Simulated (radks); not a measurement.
Values are calculated unless marked as measured or tabulated.
Coulomb parameter of the 3d shell of the chromium ion Cr3+ in the model configuration [Ar] 3d1.5 4p1.5, as a second difference U = [E(n + 1) + E(n - 1) - 2 E(n)] / (1)^2 with all orbitals relaxed. "Bare": the charge of the atom changes with n. "Screened": the 4p shell takes up the change at fixed total charge, which measures U(3d,3d) + U(4p,4p) - 2 U(3d,4p). Code: a radial shooting solver on a logarithmic mesh with Libxc functionals. Model: Dirac Kohn-Sham, PBE, spin-unpolarised, spherical densities, finite nucleus; open shells are shared between the two j in proportion to 2j + 1; Fermi nuclear charge, rms radius 3.6452 fm.

case,configuration,E - E(n) (eV)
start,[Ar] 3d1.5 4p1.5,0.000
bare +1,[Ar] 3d2.5 4p1.5,-42.049
bare -1,[Ar] 3d0.5 4p1.5,61.182
screened +1,[Ar] 3d2.5 4p0.5,-21.585
screened -1,[Ar] 3d0.5 4p2.5,27.462

U(bare) = 19.133 eV, U(screened by 4p) = 5.877 eV.
